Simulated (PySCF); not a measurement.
Hg2S2 at several levels of theory

Computed with PySCF 2.14.0 (density fitting, no spin-orbit coupling) at the geometry relaxed with PBE0:

```xyz
4
Hg2S2 (singlet)
Hg    0.0000    0.0000    2.3804
Hg    0.0000    0.0000   -2.3804
S     1.1497    0.0000    0.0000
S    -1.1497    0.0000    0.0000
```

```json
{"level": "PBE0", "basis": "Hg def2-SVP with ECP60, S def2-SVP", "state": "singlet", "HOMO (eV)": "-5.74", "gap (eV)": "1.45", "charge on Hg1 (e)": "0.27", "dipole about the centre of mass (D)": "0.00", "largest force component (eV/Å)": "0.02"}
{"level": "TPSSh", "basis": "the same", "state": "singlet", "HOMO (eV)": "-5.12", "gap (eV)": "0.60", "charge on Hg1 (e)": "0.27", "dipole about the centre of mass (D)": "0.00", "largest force component (eV/Å)": "0.32"}
{"level": "CAM-B3LYP", "basis": "the same", "state": "singlet", "HOMO (eV)": "-7.05", "gap (eV)": "3.44", "charge on Hg1 (e)": "0.23", "dipole about the centre of mass (D)": "0.00", "largest force component (eV/Å)": "0.09"}
{"level": "PBE0", "basis": "Hg def2-TZVP with ECP60, S def2-TZVP", "state": "singlet", "HOMO (eV)": "-5.85", "gap (eV)": "1.51", "charge on Hg1 (e)": "0.35", "dipole about the centre of mass (D)": "0.00", "largest force component (eV/Å)": "0.65"}
{"level": "PBE0", "basis": "Hg x2c-SVPall, S x2c-SVPall", "state": "singlet", "HOMO (eV)": "-5.78", "gap (eV)": "1.43", "charge on Hg1 (e)": "0.18", "dipole about the centre of mass (D)": "0.00", "largest force component (eV/Å)": "0.24"}
```

Charges are Mulliken's, which hang on the basis. The relaxation used the grid (50, 194), these runs (75, 302) or, all-electron (x2c bases, spin-free X2C Hamiltonian), (99, 590).

(1) What does HF with Hg def2-SVP with ECP60, S def2-SVP give here?

On relaxing from the template, bonds within or between ligands changed, so the formula names the start rather than the bonding at the end. The gap of the closed shell is small, and it wasn't tested for a lower spin-broken solution at this geometry.

Small gap, closed shell not tested for a spin-broken solution: TPSSh, PBE0 (small-core/TZVP), PBE0 (x2c-SVP).

## Answers

(1) state singlet, HOMO (eV) -7.65, gap (eV) 5.60, charge on Hg1 (e) 0.34, dipole about the centre of mass (D) 0.00, largest force component (eV/Å) 0.48. Time: 2.3 s on 2 threads of Arm Neoverse V2, on a shared host, from an already converged density.
